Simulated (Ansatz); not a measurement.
```xyz
3

N     0.0000    0.4616   -0.4173
H     0.0000    1.4066    0.2492
O     0.0000   -0.5797    0.3340
```

Basis set: def2-TZVP (spherical functions). Frozen core: 2 orbitals. Charge 0, multiplicity 1.

Computed with Ansatz (development build ahead of 0.2.0); each method stands on the lowest determinant of its kind that the runs found. Restricted open shells among the atoms or ions are ROHF, correlated in semicanonical orbitals with singles.

The atomization energy at this shape (free ground-state atoms in the same class of orbitals less the molecule, no zero-point energy) of singlet HNO:

| method | atomization energy |
| --- | --- |
| RHF | 276.0 kJ/mol |

Question: What does RHF-MP2 give?

Answer: 811.5 kJ/mol. Caution: in another basis set an unrestricted determinant lies well below; the shape is not the minimum.
